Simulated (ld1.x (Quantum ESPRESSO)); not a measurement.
# Before and after: TM potential for boron (B)

ld1.x (Quantum ESPRESSO) 7.5 input, shortened:

```
&input
   title='B', zed=5., rel=1, dft='PBE', iswitch=3,
   config='[He] 2s2 2p1'
 /
 &inputp
   pseudotype=2, tm=.true., lloc=-2, rcloc=2.15,
   nlcc=.false.
 /
2
2S  1  0   2.00   0.00  1.10  1.10  0.0
2P  2  1   1.00   0.00  3.35  3.35  0.0
 &test
   configts(1)='2s2 2p1'
 /
```

All-electron outer shells of the reference configuration (PBE, scalar-relativistic, ld1.x):

```tsv
shell	level (eV)	outermost node (bohr)	outermost maximum (bohr)
1s	-180.59	–	0.21
2s	-9.44	0.46	1.52
2p	-3.61	–	1.57
```

Change: all radii scaled by about 0.85 (s 0.94, p 2.86 bohr); local potential all-electron potential smoothed inside 1.84 bohr (lloc = -2).

Cutoffs: the cutoffs (Ry, on a coarse ladder) from which the occupation-weighted sum of valence levels, in a spherical-Bessel basis at the reference potential, stays within 10 and 1 mRy of its value at 400 Ry; they do not see the model core or the augmentation charge, which bear on the density cutoff. Errors are all-electron minus pseudo energies relative to the spin-unpolarised reference configuration.

Problem. How do hardness, ghosts and transferability respond?

Solution. The potential gets harder (25 Ry and 70 Ry → 70 Ry and 160 Ry); the bound ghost in s disappears; of the 7 tests that both files solve, the error grows in 0 and shrinks in 3 by more than 15 % and 0.3 meV (median size 78.3 → 9.2 meV). A smaller radius makes the pseudo-wave follow the all-electron one further in, where it bends more sharply, so more plane waves are needed. Less of the atom is replaced, so other configurations are described better.

```tsv
quantity	base	changed
cutoff, loose	25 Ry	70 Ry
cutoff, tight	70 Ry	160 Ry
loose cutoff by channel (10 mRy a level)	s 18 Ry, p 10 Ry	s 60 Ry, p 12 Ry
bound ghosts	s	none
error for 2s2 2p0, meV [ΔE 8.22 eV]	+78	+70
error for 2s1 2p0, meV [ΔE 33.64 eV]	+245	+227
error for 2s2 2p0.5, meV [ΔE 2.89 eV]	+9.5	+9.2
error for 2s2 2p1.3, meV [ΔE -0.74 eV]	+0.4	+0.7
error for 2s1 2p2, meV [ΔE 5.85 eV]	-20	-4.8
error for 2s1 2p1, meV [ΔE 14.36 eV]	-90	-37
error for 2s0 2p3, meV [ΔE 11.72 eV]	-80	+3.0
```

 A true bound ghost makes a file unfit for plane-wave use even where its test errors are small: the radial tests pick states by their node count and pass the ghost by.
